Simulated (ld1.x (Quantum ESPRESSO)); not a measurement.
**iron (Fe), ultrasoft: configuration errors across variants**

- Element: Fe (Z = 26)
- Generator: ld1.x (Quantum ESPRESSO) 7.5
- Type: ultrasoft
- Functional: PBE
- Relativity: scalar-relativistic
- Frozen core: [Ar]
- Valence charge: 8
- Reference configuration: 3d6 4s1.5 4p0 (charge +0.5)
- Partial waves: 4s (bound): rcut 1.55, rcutus 2.10 bohr; 4s channel at 0.7 Ry: rcut 1.55, rcutus 2.10 bohr; 4p (bound, empty): rcut 2.05, rcutus 2.45 bohr; 4p channel at 0.2 Ry: rcut 2.05, rcutus 2.45 bohr; 3d (bound): rcut 1.45, rcutus 1.70 bohr; 3d channel at 0.9 Ry: rcut 1.45, rcutus 1.70 bohr
- Local potential: all-electron potential smoothed inside 2.35 bohr (lloc = -2)
- Core correction: Bessel-smoothed model core inside 1.30 bohr
- Augmentation charge: PSQ, radius 1.10 bohr

All-electron excitation energies from the reference (eV): (1) 3d6 4s2 4p0 -3.484; (2) 3d6 4s1 4p0 5.245; (3) 3d6 4s0 4p0 21.448; (4) 3d6 4s0 4p2 4.971; (5) 3d6.5 4s1.5 4p0 -4.211; (6) 3d5 4s2 4p1 5.263.

Tests that are not counted but printed errors over 1 eV. “base”: 3d4 4s0 4p0 (solver errors, printed error -224 eV). “waves 4p (bound): rcut 1.56, rcutus 1.66 bohr; 4p channel at 0.2 Ry: rcut 1.56, rcutus 1.66 bohr”: 3d4 4s0 4p0 (solver errors, printed error -224 eV); 3d6 4s0 4p2 (solver errors, printed error -11.0 eV); 1 more. “waves 4p (bound): rcut 2.05, rcutus 2.34 bohr; 4p channel at 0.2 Ry: rcut 2.05, rcutus 2.34 bohr”: 3d4 4s0 4p0 (solver errors, printed error -224 eV). “waves 4p (bound): rcut 2.05, rcutus 2.80 bohr; 4p channel at 0.2 Ry: rcut 2.05, rcutus 2.80 bohr”: 3d4 4s0 4p0 (solver errors, printed error -224 eV). “waves 4p (bound): rcut 2.05, rcutus 3.18 bohr; 4p channel at 0.2 Ry: rcut 2.05, rcutus 3.18 bohr”: 3d4 4s0 4p0 (solver errors, printed error -224 eV).

A true bound ghost makes a file unfit for plane-wave use even where its test errors are small: the radial tests pick states by their node count and pass the ghost by. Where a test does run into it, the solver fails or the error is huge.

Errors AE − PS in meV (a dash: test not solved or not reliable):

```tsv
change	(1)	(2)	(3)	(4)	(5)	(6)	bound ghosts
base	+0.1	-0.8	-5.9	-52	-17	-157	none
waves 4p (bound): rcut 1.56, rcutus 1.66 bohr; 4p channel at 0.2 Ry: rcut 1.56, rcutus 1.66 bohr	+0.1	-0.8	-5.9	–	-17	–	p
waves 4p (bound): rcut 1.88, rcutus 2.00 bohr; 4p channel at 0.2 Ry: rcut 1.88, rcutus 2.00 bohr	+0.1	-0.8	-5.9	–	–	–	p
waves 4p (bound): rcut 2.05, rcutus 2.34 bohr; 4p channel at 0.2 Ry: rcut 2.05, rcutus 2.34 bohr	+0.1	-0.8	-5.9	-44	-17	-152	none
waves 4p (bound): rcut 2.05, rcutus 2.80 bohr; 4p channel at 0.2 Ry: rcut 2.05, rcutus 2.80 bohr	+0.1	-0.8	-5.9	-44	-17	-149	none
waves 4p (bound): rcut 2.05, rcutus 3.18 bohr; 4p channel at 0.2 Ry: rcut 2.05, rcutus 3.18 bohr	+0.1	-0.8	-5.9	-26	-17	-136	none
```

Task: Give the same row for: waves 4p (bound): rcut 2.05, rcutus 3.72 bohr; 4p channel at 0.2 Ry: rcut 2.05, rcutus 3.72 bohr.

Result: +0.1, -0.8, -5.9, -29, -17, -134; bound ghosts: none. Not counted: 3d4 4s0 4p0 (solver errors, printed error -224 eV).
